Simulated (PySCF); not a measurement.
PySCF job for CH7F2NSi2, SMILES F[SiH2]C([SiH2]F)N, TDDFT-PBE0/def2-SVPD. The structure is a stationary point at r2SCAN-D4/def2-SVP. The structure was generated by enumeration, and PubChem lists no compound with its InChIKey, so it may never have been made. Other conformers were not sampled.

```python
import numpy as np
from pyscf import gto, scf, dft, tdscf

mol = gto.M(
    atom='''
    N     0.90975515   -1.55259276    0.11146331
    C     0.42175527   -0.28574892   -0.48535733
    Si    1.31566953    1.20873524    0.22172879
    F     0.97702073    1.19581947    1.82187342
    Si   -1.45276398   -0.25933734   -0.32958792
    F    -2.10404251   -1.32693709   -1.37095956
    H     0.82410520   -1.50912715    1.12852006
    H     1.90222840   -1.69167137   -0.08533926
    H     0.58966600   -0.31499849   -1.58173185
    H     0.89081542    2.52953157   -0.32529225
    H     2.78950199    1.02004159    0.08164574
    H    -1.97807521    1.09056958   -0.68189321
    H    -1.85454145   -0.65321499    1.04779483
    ''',
    basis='def2-SVPD',
    charge=0,
    spin=0,
    max_memory=1600,
    verbose=4,
)
mf = dft.RKS(mol, xc='pbe0').density_fit(auxbasis='def2-universal-jkfit')
mf.grids.level = 3
mf.conv_tol = 1e-9
mf.max_cycle = 100
mf.kernel()
mf.grids = dft.Grids(mol).set(level=1).build(with_non0tab=True)  # coarser grid for the response kernel
td = tdscf.TDDFT(mf)
td.singlet = True
td.nstates = 10
td.conv_tol = 1e-4
td.positive_eig_threshold = 1e-6
td.kernel(x0=td.get_init_guess(mf, 15))
td.analyze()
tt = tdscf.TDA(mf)
tt.singlet = False
tt.nstates = 4
tt.conv_tol = 1e-4
tt.positive_eig_threshold = 1e-6
tt.kernel(x0=tt.get_init_guess(mf, 9))
tt.analyze(verbose=3)
```

It prints:

```
PySCF version 2.14.0

[INPUT] verbose = 4
[INPUT] num. atoms = 13
[INPUT] num. electrons = 66
[INPUT] charge = 0
[INPUT] spin (= nelec alpha-beta = 2S) = 0
[INPUT] symmetry False subgroup None
[INPUT] Mole.unit = angstrom
[INPUT] Symbol           X                Y                Z      unit          X                Y                Z       unit  Magmom
[INPUT]  1 N      0.909755150000  -1.552592760000   0.111463310000 AA    1.719188073913  -2.933975099383   0.210635128837 Bohr   0.0
[INPUT]  2 C      0.421755270000  -0.285748920000  -0.485357330000 AA    0.797001951892  -0.539987199190  -0.917192426250 Bohr   0.0
[INPUT]  3 Si     1.315669530000   1.208735240000   0.221728790000 AA    2.486255082135   2.284178560710   0.419006687031 Bohr   0.0
[INPUT]  4 F      0.977020730000   1.195819470000   1.821873420000 AA    1.846301597723   2.259771292723   3.442841797425 Bohr   0.0
[INPUT]  5 Si    -1.452763980000  -0.259337340000  -0.329587920000 AA   -2.745326045833  -0.490076546473  -0.622830902765 Bohr   0.0
[INPUT]  6 F     -2.104042510000  -1.326937090000  -1.370959560000 AA   -3.976064098342  -2.507547684627  -2.590738096254 Bohr   0.0
[INPUT]  7 H      0.824105200000  -1.509127150000   1.128520060000 AA    1.557333125830  -2.851837000645   2.132593839478 Bohr   0.0
[INPUT]  8 H      1.902228400000  -1.691671370000  -0.085339260000 AA    3.594690702370  -3.196795582068  -0.161267829073 Bohr   0.0
[INPUT]  9 H      0.589666000000  -0.314998490000  -1.581731850000 AA    1.114307244968  -0.595260875752  -2.989039999002 Bohr   0.0
[INPUT] 10 H      0.890815420000   2.529531570000  -0.325292250000 AA    1.683397171339   4.780121890741  -0.614713262944 Bohr   0.0
[INPUT] 11 H      2.789501990000   1.020041590000   0.081645740000 AA    5.271394785029   1.927599240766   0.154288087837 Bohr   0.0
[INPUT] 12 H     -1.978075210000   1.090569580000  -0.681893210000 AA   -3.738020400692   2.060877825982  -1.288591413101 Bohr   0.0
[INPUT] 13 H     -1.854541450000  -0.653214990000   1.047794830000 AA   -3.504575427154  -1.234397431561   1.980045263435 Bohr   0.0

nuclear repulsion = 387.1112813074
number of shells = 82
number of NR pGTOs = 280
number of NR cGTOs = 190
basis = def2-SVPD
ecp = {}


[settings echo left out]
init E= -875.076085579901
  HOMO = -0.277692144348396  LUMO = -0.0518022180535418  gap/eV = 6.14678
cycle= 1 E= -874.820701632054  delta_E= 0.255  |g|= 0.712  |ddm|= 4.55
  HOMO = -0.215735112011237  LUMO = -0.017589924798223  gap/eV = 5.39181
cycle= 2 E= -874.691635723904  delta_E= 0.129  |g|= 1.14  |ddm|= 2.46
  HOMO = -0.260699278294336  LUMO = -0.0152666045867371  gap/eV = 6.67856
cycle= 3 E= -874.914307480242  delta_E= -0.223  |g|= 0.0625  |ddm|= 1.29
  HOMO = -0.266095965581748  LUMO = -0.0143537098431956  gap/eV = 6.85026
cycle= 4 E= -874.914906566996  delta_E= -0.000599  |g|= 0.0326  |ddm|= 0.152
  HOMO = -0.261941270507459  LUMO = -0.0138068017499284  gap/eV = 6.75208
cycle= 5 E= -874.91516172204  delta_E= -0.000255  |g|= 0.0074  |ddm|= 0.0625
  HOMO = -0.263251434196695  LUMO = -0.0140925458837984  gap/eV = 6.77996
cycle= 6 E= -874.915175649849  delta_E= -1.39e-05  |g|= 0.00154  |ddm|= 0.0146
  HOMO = -0.263037621695151  LUMO = -0.014064669283699  gap/eV = 6.77490
cycle= 7 E= -874.915176141235  delta_E= -4.91e-07  |g|= 0.000583  |ddm|= 0.0052
  HOMO = -0.263067056478023  LUMO = -0.0140398344718284  gap/eV = 6.77638
cycle= 8 E= -874.915176214741  delta_E= -7.35e-08  |g|= 0.000101  |ddm|= 0.00104
  HOMO = -0.263066496365934  LUMO = -0.0140467934471413  gap/eV = 6.77617
cycle= 9 E= -874.915176217505  delta_E= -2.76e-09  |g|= 2.02e-05  |ddm|= 0.000303
  HOMO = -0.263066526151982  LUMO = -0.0140466937343624  gap/eV = 6.77617
cycle= 10 E= -874.915176217618  delta_E= -1.13e-10  |g|= 3.17e-06  |ddm|= 6.3e-05
  HOMO = -0.263066388119264  LUMO = -0.0140467250860765  gap/eV = 6.77617
Extra cycle  E= -874.915176217618  delta_E= -4.55e-13  |g|= 2.9e-06  |ddm|= 2.14e-05
converged SCF energy = -874.915176217618
tot grids = 51032
Overwritten attributes  positive_eig_threshold  of <class 'pyscf.tdscf.rks.TDDFT'>


******** <class 'pyscf.tdscf.rks.TDDFT'> for <class 'pyscf.df.df_jk.DFRKS'> ********
nstates = 10 singlet
deg_eia_thresh = 1.000e-03
wfnsym = None
conv_tol = 0.0001
eigh lindep = 1e-12
eigh level_shift = 0
eigh max_cycle = 100


Excitation energies (eV)
[5.59576911 6.00239913 6.21562432 6.91161437 7.19515903 7.43384064
 7.58545486 7.60843655 7.79277336 7.9479647 ]

** Singlet excitation energies and oscillator strengths **
Excited State   1:      5.59577 eV    221.57 nm  f=0.0229
      33 -> 34        0.70257
Excited State   2:      6.00240 eV    206.56 nm  f=0.0085
      33 -> 35       -0.46348
      33 -> 36       -0.51105
      33 -> 37        0.11173
Excited State   3:      6.21562 eV    199.47 nm  f=0.0073
      33 -> 35       -0.52399
      33 -> 36        0.46688
Excited State   4:      6.91161 eV    179.39 nm  f=0.0102
      33 -> 36        0.11366
      33 -> 37        0.67995
Excited State   5:      7.19516 eV    172.32 nm  f=0.0771
      33 -> 38       -0.67703
      33 -> 40        0.12182
Excited State   6:      7.43384 eV    166.78 nm  f=0.0196
      33 -> 39       -0.64204
      33 -> 40        0.21083
      33 -> 41       -0.14630
Excited State   7:      7.58545 eV    163.45 nm  f=0.0048
      32 -> 34       -0.46945
      33 -> 40       -0.38077
      33 -> 41       -0.32966
Excited State   8:      7.60844 eV    162.96 nm  f=0.0275
      32 -> 34        0.48878
      33 -> 38       -0.10183
      33 -> 40       -0.21925
      33 -> 41       -0.42716
Excited State   9:      7.79277 eV    159.10 nm  f=0.0311
      33 -> 39       -0.24290
      33 -> 40       -0.46971
      33 -> 41        0.36316
      33 -> 42       -0.18828
Excited State  10:      7.94796 eV    155.99 nm  f=0.0079
      31 -> 34       -0.61503
      31 -> 35       -0.24687
      33 -> 42       -0.19470

** Transition electric dipole moments (AU) **
state          X           Y           Z        Dip. S.      Osc.
  1         0.2631      0.2887      0.1212      0.1672      0.0229
  2         0.0810      0.2171      0.0619      0.0575      0.0085
  3        -0.0161      0.2162      0.0305      0.0479      0.0073
  4         0.1063      0.2069      0.0790      0.0604      0.0102
  5        -0.4029     -0.5245      0.0107      0.4376      0.0771
  6         0.3022     -0.1217     -0.0406      0.1078      0.0196
  7         0.0000     -0.1350     -0.0882      0.0260      0.0048
  8        -0.3528     -0.1426     -0.0532      0.1476      0.0275
  9         0.0098     -0.4036      0.0076      0.1631      0.0311
 10         0.1388     -0.0810      0.1215      0.0406      0.0079

** Transition velocity dipole moments (imaginary part, AU) **
state          X           Y           Z        Dip. S.      Osc.
  1         0.0574      0.0635      0.0250      0.0080      0.0258
  2         0.0201      0.0536      0.0141      0.0035      0.0105
  3        -0.0013      0.0503      0.0035      0.0025      0.0074
  4         0.0301      0.0579      0.0249      0.0049      0.0128
  5        -0.1115     -0.1404      0.0006      0.0322      0.0811
  6         0.0857     -0.0338     -0.0132      0.0087      0.0212
  7        -0.0002     -0.0402     -0.0260      0.0023      0.0055
  8        -0.1018     -0.0410     -0.0200      0.0124      0.0297
  9         0.0033     -0.1117      0.0005      0.0125      0.0291
 10         0.0441     -0.0278      0.0388      0.0042      0.0096

** Transition magnetic dipole moments (imaginary part, AU) **
state          X           Y           Z
  1        -0.1487      0.5126     -0.2169
  2         0.3127     -0.1803     -0.8288
  3        -0.2383      0.0276      0.1608
  4        -0.0181      0.1172      0.1541
  5         0.1593     -0.0067     -0.2882
  6         0.0081      0.1588     -0.3477
  7         0.1069      0.7302     -0.0211
  8         0.1372     -0.8747      0.2555
  9         0.4574     -0.1191      0.2687
 10        -0.7934      0.2374      0.5219
Overwritten attributes  positive_eig_threshold  of <class 'pyscf.tdscf.rks.TDA'>


******** <class 'pyscf.tdscf.rks.TDA'> for <class 'pyscf.df.df_jk.DFRKS'> ********
nstates = 4 triplet
deg_eia_thresh = 1.000e-03
wfnsym = None
conv_tol = 0.0001
eigh lindep = 1e-12
eigh level_shift = 0
eigh max_cycle = 100


Excitation energies (eV)
[5.32110637 5.68147199 6.01405234 6.66093074]

** Triplet excitation energies and oscillator strengths **
Excited State   1:      5.32111 eV    233.00 nm  f=0.0000
Excited State   2:      5.68147 eV    218.23 nm  f=0.0000
Excited State   3:      6.01405 eV    206.16 nm  f=0.0000
Excited State   4:      6.66093 eV    186.14 nm  f=0.0000
```

The calculation finished and met its thresholds.

Cost: roughly 11 core-minutes.
